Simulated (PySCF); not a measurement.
**Ionisation energy of Zn⁸⁺ by level of theory**

Zn⁸⁺ [Ar] 3d4 (5D) → Zn⁹⁺ [Ar] 3d3 (4F), as a difference of total energies. Calculation: PySCF 2.14, in an uncontracted even-tempered set (20 s from 0.4 bohr⁻², ratio 2.5; 13 p from 0.52 bohr⁻², ratio 2.5; 9 d from 0.52 bohr⁻², ratio 2.5; 4 f from 2.4 bohr⁻², ratio 2.7; 4 g from 3.6 bohr⁻², ratio 2.7); scalar relativity by spin-free X2C-1e. The calculations carry no spin-orbit coupling.

```json
{"method": "UHF", "ionisation energy (eV)": "203.27"}
{"method": "M06-2X", "ionisation energy (eV)": "204.56"}
{"method": "B97-3", "ionisation energy (eV)": "204.26"}
```

The reference lies between the lowest fine-structure levels, while these numbers refer to the centres of the terms.

For comparison: 203 ± 2 eV (semi-empirical (NIST evaluation); NIST Atomic Spectra Database, ionization energies).
